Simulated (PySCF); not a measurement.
**Substituent chemical shifts**

Parent skeleton `[F:1][C:2]([F:3])([F:4])[SiH3:5]`; one hydrogen on atom 5 is replaced by X. Hydrogens on one atom are averaged.

Single conformer, rapidly exchanging positions averaged, no solvent model, no relativistic terms. Shieldings: GIAO PBE0/pcSseg-1; GFN2-xTB structure; PySCF 2.14.

References, each an isolated molecule treated in the same way: ¹⁹F (σref 170.95) vs CFCl3; ¹³C (σref 186.93) and ²⁹Si (σref 349.16) and ¹H (σref 31.72) vs TMS.

Parent (X = H): F1/F3/F4 -66.1, C2 139.9, Si5 -71.1, H(Si5) 4.06 ppm. Effects are Δδ = δ(X) − δ(H), positive for deshielding.

Order these by the shift of F1/F3/F4, most shielded first.
A. X = nPr
B. X = OiPr
C. X = N(SiH3)2
D. X = OC2H5

Answers

B (-12.9 ppm), D (-10.4 ppm), C (-7.8 ppm), A (-4.8 ppm).

Unscaled 19F shifts against computed CFCl3 carry errors that often reach 10 to 50 ppm.
